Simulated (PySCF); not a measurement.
A structure optimised at PBE-D3(BJ)/def2-SVP, used in a PySCF frequency run:

```
Si
H 1 1.5091
C 1 1.8922 2 109.53
H 3 1.1084 1 111.07 2 -58.18
H 3 1.1094 4 108.07 1 121.78
H 3 1.1095 4 108.15 5 116.62
C 1 1.8928 2 109.37 3 121.76
H 7 1.1085 1 111.13 2 58.81
H 7 1.1092 8 108.05 1 -121.58
H 7 1.1101 8 108.10 9 -116.77
P 1 2.2884 2 105.78 7 122.32
H 11 1.4423 1 93.29 2 -73.97
H 11 1.4435 12 92.60 1 92.98
```
Charge 0, spin multiplicity 1.

Write its SMILES and formula.

C[SiH](C)P, C₂H₉PSi

What are its rotational constants (standard atomic weights)?

5.0940, 2.7781, 2.0364 GHz
